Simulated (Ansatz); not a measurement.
A nudged elastic band was laid between two geometries of BrClH$_{2}$OZn (6 atoms, charge 0, multiplicity 1).

The calculation used RKS PBE0-D4/def2-SVP in Ansatz 0.2.0.

| Quantity | Value |
| --- | --- |
| movable images | 3 |
| climbing image | no |
| spring | 5.0 eV/Å² |
| optimiser | quadratic models (default) |
| start path | through a guess of the saddle point |
| force threshold | 0.03 eV/Å |
| iteration limit | 60 |
| end points | relaxed |

Image 0:

```xyz
6
Properties=species:S:1:pos:R:3
Zn 0.169 -0.097 0.187
Cl 0.399 0.272 2.289
O 0.481 -0.281 -1.549
H -0.291 -0.561 -2.052
Br -2.649 -0.669 0.834
H -1.834 -0.303 1.970
```

Image 4:

```xyz
6
Properties=species:S:1:pos:R:3
Zn -0.855 -0.398 -0.212
Cl 0.191 0.203 2.166
O 0.540 -0.233 -1.305
H 0.335 -0.438 -2.223
Br -2.903 -0.743 0.721
H -1.034 -0.029 2.531
```

Problem. What changes between the two ends?

Solution. Bonds broken: Zn1–Cl2, Br5–H6. Bonds formed: Zn1–Br5, Cl2–H6.

Problem. Give the energies along the band, and the barrier.

Solution. The run converged. The highest image is number 1 of 0 to 4, 0.065 eV above the first end and 0.252 eV above the last; the last end lies 0.188 eV below the first. No image climbed, so the highest image needn't sit at the top of the path. So few images can step over the top or miss a turn of the path. The orbitals stay closed-shell, which can raise the energy where a bond breaks towards radicals; this wasn't checked here.

| image | path coordinate (Å) | energy (eV) | Zn1–Cl2 (Å) | Br5–H6 (Å) | Zn1–Br5 (Å) |
| --- | --- | --- | --- | --- | --- |
| 0 | 0.00 | 0.000 | 2.15 | 1.45 | 2.95 |
| 1 | 0.49 | 0.065 | 2.21 | 1.51 | 2.70 |
| 2 | 0.97 | 0.061 | 2.38 | 1.86 | 2.44 |
| 3 | 1.46 | -0.137 | 2.58 | 2.28 | 2.31 |
| 4 | 1.95 | -0.188 | 2.67 | 2.70 | 2.28 |

Problem. What is the geometry of the highest image?

Solution. 
```xyz
6
Properties=species:S:1:pos:R:3
Zn -0.114 -0.174 0.138
Cl 0.241 0.244 2.275
O 0.523 -0.286 -1.519
H -0.114 -0.547 -2.190
Br -2.639 -0.640 0.969
H -1.624 -0.237 2.008
```

The band took 13 iterations and roughly 4 core-minutes.

Time of the run: 120 s on 2 threads of Arm Neoverse V2 (shared host), peak memory 0.27 GiB.
